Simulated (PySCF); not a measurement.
Isomers of [C2H9BN]- and their computed core-level spectra.

Computed, not measured: delta-SCF UKS SCAN, pcX-2 on the ionised atom, pcseg-1 elsewhere, spin-free X2C (PySCF 2.14.0). Geometries: PBE0-D3(BJ)/def2-SVP; isolated species, one conformer each.

Line lists (1s up to Mg, 2p3/2 beyond; areas count atoms within a level, one atom standing for each set equivalent by bonding):
1. B 1s: 188.01 eV; C 1s: 284.32 (area 1), 286.41 (area 1) eV; N 1s: 398.36 eV
2. B 1s: 188.02 eV; C 1s: 286.41 eV; N 1s: 398.47 eV
3. B 1s: 187.96 eV; C 1s: 284.24 (area 1), 285.74 (area 1) eV; N 1s: 398.42 eV

Structures:
A. `C[BH2-]NC`
B. `[BH3-]N(C)C`
C. `CC[BH2-]N`

**Question.** Which list belongs to which compound?

**Answer.** 
- 1 = A: another candidate has the same counts of sites, so positions decide. B 1s: 188.01 four-coordinate boron; C 1s: 284.32 sp3 carbon bound to boron, 286.41 N-methyl carbon; N 1s: 398.36 boron-bound nitrogen.
- 2 = B: no other candidate has these counts of sites. B 1s: 188.02 four-coordinate boron; C 1s: 286.41 N-methyl carbon (×2); N 1s: 398.47 boron-bound nitrogen.
- 3 = C: another candidate has the same counts of sites, so positions decide. B 1s: 187.96 four-coordinate boron; C 1s: 284.24 sp3 carbon bound to boron, 285.74 methyl carbon; N 1s: 398.42 boron-bound nitrogen.
